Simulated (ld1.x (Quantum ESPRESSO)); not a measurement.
# Lu PAW: all-electron and pseudo phase curves

```json
{
 "Element": "Lu",
 "Generator": "ld1.x (Quantum ESPRESSO) 7.5",
 "Type": "PAW",
 "Functional": "LDA (PZ)",
 "Relativity": "scalar-relativistic",
 "Frozen core": "[Kr] 4d10",
 "Valence charge": "25",
 "Reference configuration": "4f14 5s2 5p6 5d1 6s1 6p0 (charge +1)",
 "Partial waves": "5s (bound): rcut 1.95, rcutus 2.15 bohr; 6s (bound): rcut 1.95, rcutus 2.15 bohr; 5p (bound): rcut 1.80, rcutus 1.95 bohr; 6p (bound, empty): rcut 1.80, rcutus 1.95 bohr; 5d (bound): rcut 2.10, rcutus 2.25 bohr; 5d channel at 0.13 Ry: rcut 2.10, rcutus 2.25 bohr; 4f (bound): rcut 0.75, rcutus 0.85 bohr; 4f channel at 3.9 Ry: rcut 0.75, rcutus 0.85 bohr",
 "Local potential": "all-electron potential smoothed inside 2.15 bohr (lloc = -1)",
 "Core correction": "Bessel-smoothed model core inside 0.50 bohr",
 "Augmentation charge": "BESSEL, radius 0.60 bohr"
}
```

The phase is arctan(r·u′/u) with u = r·R(r), unwrapped; energies in Ry, scanned from -7 to 5 Ry. A pole is an energy at which the radial function vanishes at the test radius. The pseudo phase is shifted by a multiple of π to meet the all-electron one at the reference energy, and phase errors are pseudo minus all-electron; the curves can meet again beyond the range given. Levels narrower than the energy grid can be missing from the lists of poles.

| channel | radius (bohr) | reference energy (Ry) | poles, all-electron | poles, pseudo | unbroken range about the reference energy with phases within 0.05 rad | phase error 1 Ry above the reference energy (rad) |
| --- | --- | --- | --- | --- | --- | --- |
| s | 2.44 | -0.77 | -4.90, 3.57 | -4.90, 3.68 | the whole range | +0.003 |
| p | 2.44 | -0.45 | -2.53 | -2.53, 4.45 | below 1.4 | -0.004 |
| d | 2.44 | -0.60 | 0.66 | 0.66 | below 3.5 | -0.000 |
| f | 2.44 | -1.22 | -1.19, 4.46 | -1.19, 4.46 | the whole range | +0.001 |

The ghost test of this file was not conclusive. Its overlap operator is not positive definite in a basis up to 400 Ry (lowest eigenvalue s -0.01), so the file is unfit for use: the generalised eigenproblem breaks down once the basis is large enough, and its test numbers describe a broken file.

Phases in the d channel:

```tsv
E (Ry)	all-electron	pseudo
-7.00	1.406	1.407
-6.48	1.399	1.399
-5.96	1.390	1.391
-5.44	1.380	1.380
-4.92	1.368	1.368
-4.40	1.353	1.353
-3.88	1.334	1.334
-3.36	1.309	1.309
-2.84	1.274	1.274
-2.32	1.219	1.219
-1.80	1.120	1.120
-1.28	0.875	0.875
-0.76	-0.086	-0.086
-0.24	-1.188	-1.188
0.28	-1.476	-1.476
0.80	-1.597	-1.597
1.32	-1.677	-1.676
1.84	-1.748	-1.747
2.36	-1.830	-1.827
2.88	-1.953	-1.943
3.40	-2.193	-2.157
3.92	-2.814	-2.672
4.44	-3.796	-3.617
4.96	-4.250	-4.160
```
